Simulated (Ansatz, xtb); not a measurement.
## C4H4S3: which of two isomers lies lower

Structure X is `Sc1ccsc1S`, a singlet and structure Y is `Sc1csc(S)c1`, a singlet. Both are isolated molecules in the gas phase, relaxed with B3LYP/def2-SVP; the shapes shown needn't be the lowest conformers.

X (Å):

```xyz
11

C     0.2173   -1.0306    1.0823
C     1.4344   -0.7398    1.7818
C     2.2775    0.0707    1.0668
C     0.1706   -0.4306   -0.1672
S    -1.0240   -2.0612    1.8020
S     1.6211    0.5035   -0.4667
S    -1.1549   -0.4520   -1.3327
H    -1.9078   -1.9017    0.7859
H     1.6622   -1.1203    2.7785
H     3.2563    0.4401    1.3714
H    -0.7863   -1.5595   -2.0304
```

Y (Å):

```json
{"atom": "C", "x (Å)": "0.5330", "y (Å)": "-1.7322", "z (Å)": "1.0333"}
{"atom": "C", "x (Å)": "1.7757", "y (Å)": "-1.3007", "z (Å)": "1.4387"}
{"atom": "C", "x (Å)": "0.5622", "y (Å)": "0.4069", "z (Å)": "0.0833"}
{"atom": "C", "x (Å)": "-0.1633", "y (Å)": "-0.7472", "z (Å)": "0.2602"}
{"atom": "S", "x (Å)": "-0.1507", "y (Å)": "-3.3003", "z (Å)": "1.5415"}
{"atom": "S", "x (Å)": "2.1182", "y (Å)": "0.2947", "z (Å)": "0.8739"}
{"atom": "S", "x (Å)": "0.1068", "y (Å)": "1.8154", "z (Å)": "-0.8885"}
{"atom": "H", "x (Å)": "-0.3203", "y (Å)": "-3.8158", "z (Å)": "0.2997"}
{"atom": "H", "x (Å)": "2.4996", "y (Å)": "-1.8500", "z (Å)": "2.0393"}
{"atom": "H", "x (Å)": "-0.2004", "y (Å)": "2.6507", "z (Å)": "0.1363"}
{"atom": "H", "x (Å)": "-1.1683", "y (Å)": "-0.8858", "z (Å)": "-0.1390"}
```

Energies in hartree; the thermal terms are from GFN2-xTB frequencies at re-optimised GFN2-xTB minima (ideal gas, soft modes damped towards free rotors, one conformer each, 298.15 K, 1 atm) and include the zero-point energy:

|  | X | Y |
| --- | --- | --- |
| E, CCSD(T)/def2-SVP | −1346.882261 | −1346.879676 |
| E, MP2/def2-SVP | −1346.789337 | −1346.785877 |
| E, MP2/def2-TZVPP | −1347.619322 | −1347.615538 |
| zero-point energy | 0.062050 | 0.062025 |
| H(298 K) − E | 0.071127 | 0.071041 |
| G(298 K) − E | 0.028588 | 0.028691 |

**Question.** Correct the CCSD(T) difference for the basis set by the MP2 change, then work out ΔE, ΔE₀, ΔH and ΔG for X → Y in kJ/mol (1 Eh = 2625.50 kJ/mol) and the equilibrium ratio [Y]/[X].

**Answer.** 1. Differences Y − X: CCSD(T) +0.002585, MP2 in the small set +0.003460, MP2 in the large set +0.003784 Eh.
2. ΔE = +0.002585 + (+0.003784 − (+0.003460)) = +0.002909 Eh = +7.64 kJ/mol.
3. ΔE₀ = ΔE + ΔZPE = +0.002909 + (−0.000025) Eh = +7.57 kJ/mol.
4. ΔH = ΔE + (−0.000086) Eh = +7.41 kJ/mol.
5. ΔG = ΔE + (+0.000103) Eh = +7.91 kJ/mol, so ΔS = (ΔH − ΔG)/T = −1.7 J/(mol K).
6. kT = 0.9442 mEh, so K = [Y]/[X] = exp(−ΔG/kT) = exp(−3.19) ≈ 0.041.

Structure X is favoured at this temperature. An error of 4 kJ/mol in ΔG would change K by a factor of 5. GFN2-xTB, HF/STO-3G gave ΔE the other sign. Mirror images and further conformers aren't counted.

As drawn, both hold the same kinds of bond in the same numbers.

Other levels gave ΔE = −3.1 (GFN2-xTB); −9.7 (HF/STO-3G, GFN2-xTB geometries); +15.7 (r2SCAN-D4/def2-SVP, GFN2-xTB geometries); +8.7 (B3LYP/def2-SVP); +0.1 (HF/def2-SVP); +9.1 (MP2/def2-SVP); +6.8 (CCSD(T)/def2-SVP) kJ/mol. The correlated steps freeze 19 core orbitals. Programs: Ansatz 0.2.0, xtb 6.7.1.
